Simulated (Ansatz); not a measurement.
Species: MgO, charge 0, multiplicity 1. 
Structure (B3LYP-D3(BJ)/def2-TZVP (Ansatz, a quantum-chemistry and plane-wave program) minimum search):
```
Mg
O 1 1.7394
```
Charge 0, spin multiplicity 1.

Parts of the frozen-core correlation energy in STO-3G (Ansatz, hartree). Frozen orbitals: 6; correlated occupied orbitals by spin: 4 and 4; virtual: 4 and 4. Spin-orbit coupling is left out. Non-relativistic. The restricted reference is unstable. The program attaches cautions to this run: other roots.

```json
[
 {"term": "reference (HF)", "value": "-270.77089"},
 {"term": "MP2 opposite-spin", "value": "___"},
 {"term": "MP2 same-spin", "value": "___"},
 {"term": "CCSD correlation", "value": "-0.10820"},
 {"term": "(T)", "value": "___"},
 {"term": "FCI minus CCSD(T)", "value": "-0.00199"},
 {"term": "T1 diagnostic", "value": "0.051"},
 {"term": "largest doubles amplitude", "value": "0.333"}
]
```

What belongs in the gaps?


- MP2 opposite-spin, value: -0.06308
- MP2 same-spin, value: -0.01275
- (T), value: -0.00456
